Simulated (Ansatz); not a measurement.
Gas-phase reaction R1 → P1 + P2, each structure at its B3LYP-D3(BJ)/def2-TZVP stationary point, reached from a drawn start (curvature not checked).
R1, F2Ni (SMILES [F][Ni][F]) (charge 0, multiplicity 3):
```xyz
3

Ni     0.000     0.000     0.000
F      1.714    -0.004     0.008
F     -1.714     0.004    -0.008
```
P1, FNi (SMILES [F][Ni]) (charge 0, multiplicity 2, Z-matrix in Å and degrees):
```
Ni
F 1 1.7657
```
P2: F atom, charge 0, multiplicity 2.

| level | reaction energy (kcal/mol) | cost |
|---|---|---|
| HF/def2-TZVPP | 83.90 | - |
| HF/def2-QZVPP | 84.76 | - |
| PBE/def2-TZVPP | 119.35 | ×1 |
| BLYP/def2-TZVPP | 116.14 | ×1 |
| revPBE/def2-TZVPP | 112.85 | ×0.9 |
| B3LYP/def2-TZVPP | 112.00 | ×1 |
| PBE0/def2-TZVPP | 112.42 | ×1 |
| BHLYP/def2-TZVPP | 112.02 | ×0.6 |
| B2PLYP/def2-TZVPP | 119.59 | ×1 |
| MP2/def2-SVP | 123.91 | - |
| SCS-MP2/def2-TZVPP | 128.34 | - |
| CCSD/def2-SVP | 114.21 | - |
| CCSD(T)/def2-SVP | 115.90 | ×0.3 |
| CCSD(T)/def2-QZVPP | 123.42 | ×5 |

P less R. No zero-point or thermal terms; open shells are unrestricted; no spin–orbit coupling. The spin states of the d-block species are the ones drawn and need not be the lowest.

Cores are frozen in the correlated methods.

Doubts at one or more of the structures used: a spin-contaminated determinant (HF/def2-TZVPP, HF/def2-QZVPP, B2PLYP/def2-TZVPP, MP2/def2-SVP, SCS-MP2/def2-TZVPP, CCSD/def2-SVP, CCSD(T)/def2-SVP, CCSD(T)/def2-QZVPP); T1 above 0.05 (CCSD/def2-SVP, CCSD(T)/def2-SVP, CCSD(T)/def2-QZVPP); a doubt about the state reached (CCSD/def2-SVP, CCSD(T)/def2-SVP, CCSD(T)/def2-QZVPP).

Run with Ansatz (a first-principles code). Each number belongs to the level named beside it.

Costs are rough ratios of core time to PBE/def2-TZVPP (about 40 s over the structures, on one shared machine); a dash marks a level with no comparable run of its own.
